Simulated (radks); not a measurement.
The barium ion Ba8+ is in [Kr] 4d10 5s2. Method: scalar-relativistic Kohn-Sham, PBE, spin-polarised, spherical densities, finite nucleus; Fermi nuclear charge, rms radius of each element as measured or else 0.836 A^(1/3) + 0.57 fm; computed with a radial shooting solver on a logarithmic mesh with Libxc functionals. Open shells are filled with parallel spins first. One electron is removed from 4p, 4s, 4d, 5s in turn, with full relaxation. Which removal costs least, and what does each cost?

Answer. 5s 131.68 eV; 4d 204.93 eV; 4p 297.81 eV; 4s 361.51 eV. The 5s electron leaves first.
